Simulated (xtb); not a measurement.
diethyl ether (C4H10O), singlet, geometry from GFN2-xTB; GFN2-xTB (xtb 6.7.1).

The xtb input:
```
$ xtb mol.xyz --gfn 2 --opt --json

# file mol.xyz
15

C      2.31099308     0.42947687    -0.10128155
C      0.80676931     0.65277486    -0.11329295
O      0.18012005    -0.51769505     0.36600134
C     -1.20070496    -0.39678232     0.60942448
C     -2.05442706    -0.30045813    -0.65468708
H      2.64565363     0.21459523     0.90971363
H      2.56088994    -0.41747000    -0.73389738
H      2.82210012     1.31514652    -0.46862766
H      0.54182713     1.50676941     0.53119730
H      0.47267038     0.88141791    -1.13611301
H     -1.39403805     0.47580067     1.25400926
H     -1.46353949    -1.30328974     1.16144758
H     -3.10574212    -0.36144243    -0.38710070
H     -1.81234563    -1.12013823    -1.32655824
H     -1.88421869     0.64010331    -1.17305903
```

Output, abridged:

```
   ID    Z sym.   atoms
    1    6 C      1, 2, 4, 5
    2    8 O      3
    3    1 H      6-15

           -------------------------------------------------
          |                Calculation Setup                |
           -------------------------------------------------

           -------------------------------------------------
          |                 G F N 2 - x T B                 |
           -------------------------------------------------

          ...................................................
          :                      SETUP                      :
          :.................................................:
          :  # basis functions                  30          :
          :  # atomic orbitals                  30          :
          :  # shells                           20          :
          :  # electrons                        32          :
          :  max. iterations                   250          :
          :  Hamiltonian                  GFN2-xTB          :
          :  restarted?                      false          :
          :  GBSA solvation                  false          :
          :  PC potential                    false          :
          :  electronic temp.          300.0000000     K    :
          :  accuracy                    1.0000000          :
          :  -> integral cutoff          0.2500000E+02      :
          :  -> integral neglect         0.1000000E-07      :
          :  -> SCF convergence          0.1000000E-05 Eh   :
          :  -> wf. convergence          0.1000000E-03 e    :
          :  Broyden damping             0.4000000          :
          :  net charge                          0          :
          :  unpaired electrons                  0          :
          ...................................................

 iter      E             dE          RMSdq      gap      omega  full diag
   1    -17.8798646 -0.178799E+02  0.374E+00   11.89       0.0  T
   2    -17.9287324 -0.488678E-01  0.195E+00   11.41       1.0  T
   3    -17.9293452 -0.612766E-03  0.876E-01   11.52       1.0  T
   4    -17.9295651 -0.219936E-03  0.124E-01   11.55       1.0  T
   5    -17.9296020 -0.369540E-04  0.679E-02   11.57       1.0  T
   6    -17.9296029 -0.850257E-06  0.478E-03   11.58       5.4  T
   7    -17.9296029 -0.115844E-07  0.219E-03   11.58      11.8  T
   8    -17.9296029 -0.150862E-08  0.444E-04   11.58      58.1  T
   9    -17.9296029 -0.326956E-09  0.888E-05   11.58     290.7  T

   *** convergence criteria satisfied after 9 iterations ***

         :::::::::::::::::::::::::::::::::::::::::::::::::::::
         ::                     SUMMARY                     ::
         :::::::::::::::::::::::::::::::::::::::::::::::::::::
         :: total energy             -17.720522785809 Eh    ::
         :: gradient norm              0.000024379622 Eh/a0 ::
         :: HOMO-LUMO gap             11.579040397575 eV    ::
         ::.................................................::
         :: SCC energy               -17.929596125749 Eh    ::
         :: -> isotropic ES            0.020514575809 Eh    ::
         :: -> anisotropic ES          0.004014569918 Eh    ::
         :: -> anisotropic XC          0.005570462975 Eh    ::
         :: -> dispersion             -0.006892635327 Eh    ::
         :: repulsion energy           0.209073339940 Eh    ::
         :: add. restraining           0.000000000000 Eh    ::
         :: total charge              -0.000000000000 e     ::
         :::::::::::::::::::::::::::::::::::::::::::::::::::::

      -----------------------------------------------------------
     |                   =====================                   |
     |                        A N C O P T                        |
     |                   =====================                   |
     |               Approximate Normal Coordinate               |
     |                Rational Function Optimizer                |
[...]
 * total energy  :   -17.7205228 Eh     change       -0.1506706E-10 Eh
   *** GEOMETRY OPTIMIZATION CONVERGED AFTER 1 ITERATIONS ***
         :: total energy             -17.720522785824 Eh    ::
[...]
        24                          0.1816319               4.9425
        25                          0.1850105               5.0344
        26                          0.2058661               5.6019
        27                          0.2449330               6.6650
       ...                                ...                  ...
        30                          0.2957908               8.0489
      -------------------------------------------------------------
                  HL-Gap            0.4255219 Eh           11.5790 eV
             Fermi-level           -0.1798047 Eh           -4.8927 eV

     #   Z          covCN         q      C6AA      α(0)
     1   6 C        3.751    -0.112    22.695     6.794
     2   6 C        3.694     0.092    19.228     6.274
     3   8 O        1.701    -0.322    19.383     5.944
     4   6 C        3.694     0.084    19.352     6.294
     5   6 C        3.750    -0.115    22.769     6.805
     6   1 H        0.925     0.053     2.283     2.363
     7   1 H        0.925     0.054     2.268     2.355
     8   1 H        0.925     0.042     2.428     2.437
     9   1 H        0.923     0.014     2.824     2.628
    10   1 H        0.923     0.019     2.752     2.594
    11   1 H        0.923     0.016     2.797     2.615
    12   1 H        0.924     0.047     2.355     2.400
    13   1 H        0.925     0.039     2.458     2.452
    14   1 H        0.925     0.050     2.321     2.383
    15   1 H        0.925     0.039     2.462     2.454

 Mol. C6AA /au·bohr⁶  :       1475.978155
 Mol. C8AA /au·bohr⁸  :      29869.355646
 Mol. α(0) /au        :         56.790559

Wiberg/Mayer (AO) data.
largest (>0.10) Wiberg bond orders for each atom

 ---------------------------------------------------------------------------
     #   Z sym  total        # sym  WBO       # sym  WBO       # sym  WBO
 ---------------------------------------------------------------------------
     1   6 C    3.994 --     2 C    1.015     6 H    0.986     8 H    0.986
                             7 H    0.986
     2   6 C    3.957 --     1 C    1.015     3 O    0.982    10 H    0.969
                             9 H    0.968
     3   8 O    2.074 --     4 C    0.988     2 C    0.982
     4   6 C    3.957 --     5 C    1.007     3 O    0.988    12 H    0.971
                            11 H    0.967
     5   6 C    3.996 --     4 C    1.007    14 H    0.987    15 H    0.986
                            13 H    0.986
     6   1 H    0.997 --     1 C    0.986
     7   1 H    0.997 --     1 C    0.986
     8   1 H    0.998 --     1 C    0.986
     9   1 H    1.000 --     2 C    0.968
    10   1 H    1.000 --     2 C    0.969
    11   1 H    1.000 --     4 C    0.967
    12   1 H    0.998 --     4 C    0.971
    13   1 H    0.998 --     5 C    0.986
    14   1 H    0.998 --     5 C    0.987
    15   1 H    0.998 --     5 C    0.986
 ---------------------------------------------------------------------------

Topologies differ in total number of bonds
Writing topology from bond orders to xtbtopo.mol

molecular dipole:
                 x           y           z       tot (Debye)
 q only:       -0.133       0.307      -0.128
   full:       -0.251       0.474      -0.148       1.415
molecular quadrupole (traceless):
                xx          xy          yy          xz          yz          zz
 q only:        2.533       1.394      -1.406      -0.588      -0.009      -1.127
  q+dip:        0.772       1.195      -0.701      -0.717       0.643      -0.071
   full:        1.592       1.396      -1.018      -0.806       0.359      -0.575

optimized geometry written to: xtbopt.xyz

           -------------------------------------------------
          | TOTAL ENERGY              -17.720522785824 Eh   |
          | GRADIENT NORM               0.000024381134 Eh/α |
          | HOMO-LUMO GAP              11.579040781594 eV   |
           -------------------------------------------------

normal termination of xtb
```
